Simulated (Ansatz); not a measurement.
Two members of one family (B2O3 pieces, space group 152), computed with Ansatz in the gas phase. A negative affinity means that the extra electron isn't bound at that geometry and level; within about 0.2 eV of zero the sign isn't settled. Binding counts from free atoms in the multiplicity of their measured ground term, without zero-point energy. Sets without diffuse functions give affinities that are too small. A dash marks a value that wasn't run or was left out as unsound. The structures are stationary points that may keep the symmetry of their start. Remarks come from the PBE and PBE0 runs and from stability tests at other levels; not every state was tested. A HOMO above zero means that the electron is unbound at that level and held by the basis, or that self-interaction error raises the level; the energy of removing that electron tells which.

First: B4O10H8 (singlet, charge 0, PBE-D4/def2-SVP geometry).

```xyz
22

B     0.1853   -1.1901   -0.2021
B     0.6798    1.2040    0.4698
B     2.9912    0.2978    0.6363
B    -3.2336    0.5867   -0.3802
O     3.9208    0.0372    1.6147
O     3.0682   -0.1340   -0.6773
O     0.9173   -1.7734    0.8029
O    -0.5700   -1.8702   -1.1503
O    -0.0387    2.3382    0.6634
O     0.0988    0.1703   -0.2942
O     1.9350    1.0973    0.9982
O    -4.3752    1.1240    0.1588
O    -2.2443    1.4565   -0.8517
O    -3.1355   -0.7789   -0.4225
H     4.6732   -0.4974    1.3146
H     3.8477   -0.6822   -0.8657
H     0.8640   -2.7418    0.8482
H    -0.5485   -2.8388   -1.0829
H    -0.9355    2.2611    0.2551
H    -4.3342    2.0951    0.1389
H    -1.4444    0.9529   -1.1218
H    -2.3215   -1.1144   -0.8523
```

```json
{"level": "PBE-D4/def2-SVP", "HOMO (eV)": "-6.76", "LUMO (eV)": "-0.80", "gap (eV)": "5.96", "vertical EA (eV)": "-1.16", "binding per atom (eV)": "5.05"}
{"level": "PBE-D4/def2-TZVP", "HOMO (eV)": "-7.20", "LUMO (eV)": "-1.40", "gap (eV)": "5.79", "vertical EA (eV)": "–", "binding per atom (eV)": "4.96"}
{"level": "r2SCAN-D4/def2-TZVP", "HOMO (eV)": "-7.60", "LUMO (eV)": "-0.72", "gap (eV)": "6.87", "vertical EA (eV)": "–", "binding per atom (eV)": "4.87"}
{"level": "PBE0-D4/def2-SVP", "HOMO (eV)": "-8.59", "LUMO (eV)": "0.13", "gap (eV)": "8.72", "vertical EA (eV)": "-1.52", "binding per atom (eV)": "4.89"}
{"level": "PBE0-D4/def2-TZVP", "HOMO (eV)": "-8.94", "LUMO (eV)": "-0.55", "gap (eV)": "8.38", "vertical EA (eV)": "–", "binding per atom (eV)": "4.82"}
```

Remarks: HOMO above zero (-1 doublet).

Second: B4O11H10 (singlet, charge 0, PBE-D4/def2-SVP geometry).

```xyz
25

B     1.9617   -0.1211   -0.3456
B     0.3044    1.6327   -0.8537
B    -1.1250   -1.7363   -1.2150
B    -0.8184    0.3519    1.8718
O     0.9773    2.6406   -0.1926
O     2.9802    0.7935   -0.1059
O     0.8290    0.3595   -1.0011
O     2.0527   -1.4053    0.0649
O    -0.9917    1.8686   -1.2427
O    -2.0824   -0.7320   -1.1795
O    -0.5237   -2.2826   -0.0899
O    -0.7309   -2.2606   -2.4152
O    -1.9198    0.7314    1.1288
O    -0.8841   -0.9434    2.3682
O     0.3033    1.0947    2.1094
H     1.9103    2.3448   -0.0552
H     3.7016    0.3948    0.4127
H     1.1921   -1.8908   -0.0758
H    -1.3974    1.0198   -1.5536
H    -2.2617   -0.4015   -0.2640
H    -0.8400   -1.9297    0.7760
H    -1.1860   -1.8175   -3.1516
H    -1.7741    1.5323    0.5752
H    -0.0742   -1.1529    2.8703
H     0.3968    1.9090    1.5641
```

Estimate how these quantities change from the first to the second (second minus first).


| level | Δ HOMO (eV) | Δ LUMO (eV) | Δ gap (eV) | Δ vertical EA (eV) | Δ binding per atom (eV) |
| --- | --- | --- | --- | --- | --- |
| PBE-D4/def2-SVP | -0.54 | 0.43 | 0.97 | -0.34 | -0.14 |
| PBE-D4/def2-TZVP | -0.48 | 0.40 | 0.88 | – | -0.15 |
| r2SCAN-D4/def2-TZVP | -0.47 | 0.25 | 0.72 | – | -0.14 |
| PBE0-D4/def2-SVP | -0.54 | 0.43 | 0.97 | -0.39 | -0.14 |
| PBE0-D4/def2-TZVP | -0.47 | 0.42 | 0.89 | – | -0.14 |

Remarks: HOMO above zero (-1 doublet).
